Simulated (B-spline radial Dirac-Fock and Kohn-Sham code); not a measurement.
## Subshell photoionisation cross sections of Dy against photon energy

System: the free dysprosium atom, configuration [Xe] 4f9 5d1 6s2 (an excited configuration).

Calculated with an atomic code on a B-spline grid, using a relativistic central-field model (Hartree-Slater potential of the initial state, Latter tail, multipole expansion of the photon field, Dirac-Fock thresholds). Values are in kb per electron; a dash marks an energy below the computed threshold.

| hν (eV) | 2s | 2p3/2 | 3p1/2 | 3p3/2 | 5d3/2 |
| --- | --- | --- | --- | --- | --- |
| 21.22 | – | – | – | – | 4250 |
| 64.7 | – | – | – | – | 169 |
| 154 | – | – | – | – | 5.07 |
| 300 | – | – | – | – | 5.92 |
| 400 | – | – | – | – | 5.41 |
| 569 | – | – | – | – | 4.01 |
| 1220 | – | – | – | – | 1.24 |
| 1486.9 | – | – | – | – | 0.828 |
| 2040 | – | – | 29.4 | 34.2 | 0.408 |
| 3230 | – | – | 15.1 | 15.4 | 0.127 |
| 3930 | – | – | 10.7 | 10.5 | 0.0739 |
| 4000 | – | – | 10.4 | 10.1 | 0.0703 |
| 8047.8 | – | 13.6 | 2.41 | 2.08 | 0.00835 |
| 12000 | 4.14 | 4.49 | 0.918 | 0.749 | 0.00218 |
| 14100 | 3.06 | 2.81 | 0.610 | 0.486 | 0.00124 |
| 150000 | 0.0119 | 0.00138 | 0.000594 | 0.000317 | 1.37e-07 |

At 150000 eV the multipoles beyond E1 give 29.1 % of 2s, 46.6 % of 2p3/2, 46.3 % of 3p1/2, 45.9 % of 3p3/2, 66.1 % of 5d3/2.
